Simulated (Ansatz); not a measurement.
Reaction (formal exchange of groups at a Ge–C bond): `C[O][GeH2][CH3]` + `C=C(Cl)I` → `C[O][GeH2][I]` + `C=C(C)Cl`

Computed with Ansatz on PBE0-D4/def2-TZVP structures; ΔE is electronic, products minus reactants. CCSD(T)/CBS is the MP2 limit (def2-TZVPP, def2-QZVPP) plus CCSD(T) − MP2 in def2-TZVPP, frozen cores. DFT in def2-TZVPP. B3LYP here is the variant with VWN-RPA as its local correlation; programs differ in this. HSE06 is defined as in plane-wave codes. def2 core potentials past Kr. For Ge, I outer-core shells are correlated without core-valence functions, which leaves a few kJ/mol of doubt a bond. Scalar relativity is left out up to krypton. One conformer a species, not always the lowest.

```
             level  ΔE (kJ/mol)  difference from CCSD(T)/CBS
       LDA (SPW92)       -120.1                         -2.8
          B3LYP-D4       -122.2                         -4.9
        r2SCAN0-D4       -131.0                        -13.7
          HSE06-D4       -126.3                         -9.0
          BHLYP-D4       -133.1                        -15.8
      CAM-B3LYP-D4       -124.9                         -7.6
           ωB97X-V       -124.7                         -7.4
              BLYP       -116.8                          0.5
            r2SCAN       -124.3                         -7.0
             HSE06       -127.2                         -9.9
       HF/def2-SVP       -156.3                        -39.0
  CCSD(T)/def2-SVP       -134.4                        -17.1
SCS-MP2/def2-TZVPP       -115.4                          1.9
CCSD(T)/def2-TZVPP       -115.6                          1.7
      HF/CBS(def2)       -148.0                        -30.7
     MP2/CBS(def2)       -116.8                          0.5
       CCSD(T)/CBS       -117.3                            0
```

Largest T1 diagnostic among the species: 0.011.

In def2-TZVPP, CCSD(T) changes the Hartree–Fock value by +32.4 kJ/mol (the triples alone add +4.3 kJ/mol) and MP2 by +32.9 kJ/mol. From BLYP to BHLYP (50 % exact exchange), in def2-TZVPP and without D4, ΔE moves by −17.9 kJ/mol.
